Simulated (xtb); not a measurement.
I$_{3}$Zr (SMILES [I][Zr+]([I])[I]), charge +1, singlet, geometry from GFN2-xTB (such geometries of metal compounds can be far from the true shape) (the multiplicity is a formal guess); GFN2-xTB with ALPB(acetonitrile) (xtb).

xtb was given this input:
```
$ xtb mol.xyz --gfn 2 --chrg 1 --alpb acetonitrile --json

# file mol.xyz
4

Zr    -0.39336319     0.40525880     0.89381686
I     -1.84730484    -1.56262782    -0.41912409
I      0.06718708     2.11587631    -1.24441120
I      2.07699564    -0.85910419     0.98895652
```

### Question
Write the output that xtb gives for this input, abridged.

### Answer

```
   ID    Z sym.   atoms
    1   40 Zr     1
    2   53 I      2-4

           -------------------------------------------------
          |                Calculation Setup                |
           -------------------------------------------------

           -------------------------------------------------
          |                 G F N 2 - x T B                 |
           -------------------------------------------------

      * Solvation model:               ALPB
        Solvent                        acetonitrile
        Parameter file                 internal GFN2-xTB/ALPB
        Dielectric constant                3.7500E+01
        Reference state                gsolv [1 M gas/solution]
        Free energy shift                  5.1987E-03 Eh       3.2622E+00 kcal/mol
        Temperature                        2.9815E+02 K
        Density                            7.8600E-01 kg/L
        Solvent mass                       4.1050E+01 g/mol
        Interaction kernel             P16
        Born radius scaling (c1)           1.7214E+00
        Born radii integrator          GBOBC
        Born offset                        0.0000E+00 a0       0.0000E+00 AA
        H-bond correction              true
        Ion screening                  false
        Surface tension                    1.0000E-05 Eh       1.5569E+01 dyn/cm
        Grid points                               230 per atom

          ...................................................
          :                      SETUP                      :
          :.................................................:
          :  # basis functions                  40          :
          :  # atomic orbitals                  36          :
          :  # shells                           12          :
          :  # electrons                        24          :
          :  max. iterations                   250          :
          :  Hamiltonian                  GFN2-xTB          :
          :  restarted?                      false          :
          :  GBSA solvation                   true          :
          :  PC potential                    false          :
          :  electronic temp.          300.0000000     K    :
          :  accuracy                    1.0000000          :
          :  -> integral cutoff          0.2500000E+02      :
          :  -> integral neglect         0.1000000E-07      :
          :  -> SCF convergence          0.1000000E-05 Eh   :
          :  -> wf. convergence          0.1000000E-03 e    :
          :  Broyden damping             0.4000000          :
          :  net charge                          1          :
          :  unpaired electrons                  0          :
          ...................................................

 iter      E             dE          RMSdq      gap      omega  full diag
   1    -12.8240151 -0.128240E+02  0.142E+01    1.37       0.0  T
   2    -12.8497149 -0.256998E-01  0.100E+01    2.58       1.0  T
   3    -12.7518028  0.979121E-01  0.709E+00    0.90       1.0  T
   4    -12.8673496 -0.115547E+00  0.183E+00    1.94       1.0  T
   5    -12.8675056 -0.156027E-03  0.116E+00    1.85       1.0  T
   6    -12.8678269 -0.321235E-03  0.316E-01    1.93       1.0  T
   7    -12.8677837  0.431293E-04  0.178E-01    1.97       1.0  T
   8    -12.8678359 -0.521185E-04  0.322E-02    1.94       1.6  T
   9    -12.8678356  0.271246E-06  0.118E-02    1.94       4.2  T
  10    -12.8678359 -0.292971E-06  0.251E-03    1.94      19.9  T
  11    -12.8678359 -0.141288E-09  0.267E-04    1.94     187.3  T
  12    -12.8678359  0.590461E-10  0.390E-04    1.94     128.0  T

   *** convergence criteria satisfied after 12 iterations ***

         :::::::::::::::::::::::::::::::::::::::::::::::::::::
         ::                     SUMMARY                     ::
         :::::::::::::::::::::::::::::::::::::::::::::::::::::
         :: total energy             -12.828298058114 Eh    ::
[...]

         #    Occupation            Energy/Eh            Energy/eV
      -------------------------------------------------------------
         1        2.0000           -0.8702818             -23.6816
         2        2.0000           -0.8648904             -23.5349
         3        2.0000           -0.8648904             -23.5349
         4        2.0000           -0.6290999             -17.1187
         5        2.0000           -0.5266852             -14.3318
         6        2.0000           -0.5227412             -14.2245
         7        2.0000           -0.5227412             -14.2245
         8        2.0000           -0.4954478             -13.4818
         9        2.0000           -0.4954478             -13.4818
        10        2.0000           -0.4915784             -13.3765
        11        2.0000           -0.4915784             -13.3765
        12        2.0000           -0.4887528             -13.2996 (HOMO)
        13                         -0.4174815             -11.3602 (LUMO)
        14                         -0.4173111             -11.3556
        15                         -0.4173111             -11.3556
        16                         -0.4055900             -11.0367
        17                         -0.4055900             -11.0367
        18                         -0.2978714              -8.1055
        19                         -0.0722249              -1.9653
        20                         -0.0722249              -1.9653
        21                         -0.0662153              -1.8018
        22                         -0.0597485              -1.6258
        23                         -0.0597345              -1.6255
       ...                                ...                  ...
        36                          1.6942239              46.1022
      -------------------------------------------------------------
                  HL-Gap            0.0712713 Eh            1.9394 eV
             Fermi-level           -0.4531171 Eh          -12.3299 eV

     #   Z          covCN         q      C6AA      α(0)
     1  40 Zr       2.377     1.151   404.211    46.130
     2  53 I        0.825    -0.050   375.307    33.444
     3  53 I        0.825    -0.050   375.307    33.444
     4  53 I        0.825    -0.050   375.307    33.444

 Mol. C6AA /au·bohr⁶  :       6048.372183
 Mol. C8AA /au·bohr⁸  :     656961.189359
 Mol. α(0) /au        :        146.461072

Wiberg/Mayer (AO) data.
largest (>0.10) Wiberg bond orders for each atom

 ---------------------------------------------------------------------------
     #   Z sym  total        # sym  WBO       # sym  WBO       # sym  WBO
 ---------------------------------------------------------------------------
     1  40 Zr   3.893 --     2 I    1.298     3 I    1.298     4 I    1.298
     2  53 I    1.487 --     1 Zr   1.298
     3  53 I    1.487 --     1 Zr   1.298
     4  53 I    1.487 --     1 Zr   1.298
 ---------------------------------------------------------------------------

Topologies differ in total number of bonds
Writing topology from bond orders to xtbtopo.mol

molecular dipole:
                 x           y           z       tot (Debye)
 q only:       -0.884       0.910       2.008
   full:       -1.930       1.989       4.386      13.187
molecular quadrupole (traceless):
                xx          xy          yy          xz          yz          zz
 q only:       -1.801      -1.318      -1.722      -2.906       2.994       3.523
  q+dip:       -6.885      -5.037      -6.585     -11.109      11.445      13.469
   full:       -7.290      -5.333      -6.972     -11.763      12.118      14.261

           -------------------------------------------------
          | TOTAL ENERGY              -12.828298058114 Eh   |
          | GRADIENT NORM               0.005115163887 Eh/α |
          | HOMO-LUMO GAP               1.939391495044 eV   |
           -------------------------------------------------

normal termination of xtb
```
